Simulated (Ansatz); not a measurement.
`C[SiH](S)Cl` + HBr → `C[SiH](Cl)Br` + H₂S  (ligand exchange at the Si–S bond)

Program: Ansatz. Geometries: PBE0-D4/def2-TZVP. ΔE: electronic, gas phase. CBS: MP2 limit from def2 TZ/QZ plus the TZ coupled-cluster correction, frozen cores. This one scheme is used for every species. DFT in def2-TZVPP. HSE06 is defined as in plane-wave codes. For Br outer-core shells are correlated without core-valence functions, which leaves a few kJ/mol of doubt a bond. Scalar relativity is left out up to krypton. One conformer a species, not always the lowest.

```
         level  ΔE (kJ/mol)
       PBE0-D4        -33.5
         HSE06        -34.4
         BHLYP        -39.0
MP2/def2-TZVPP        -36.5
```

Q: What does CCSD(T)/CBS give? (An estimate is asked.)

A: Ansatz gave: -37.6 kJ/mol. The listed levels differ from it by 4.1, 3.2, -1.4, 1.1 kJ/mol.

Q: What do rigid-rotor, harmonic-oscillator terms from PBE0-D4/def2-TZVP frequencies (298.15 K, 1 bar) make of the CCSD(T)/CBS value? (An estimate is asked.)

A: Ansatz gave: ΔZPE = +1.7 kJ/mol, ΔH = -36.1 kJ/mol, ΔS = 7 J/(mol·K), ΔG = -38.1 kJ/mol.

Largest T1 diagnostic among the species: 0.010.

At CCSD(T), def2-SVP lies +4.4 kJ/mol from the extrapolated value and def2-TZVPP +2.9 kJ/mol. From BLYP to BHLYP (50 % exact exchange), in def2-TZVPP and without D4, ΔE moves by −4.5 kJ/mol.
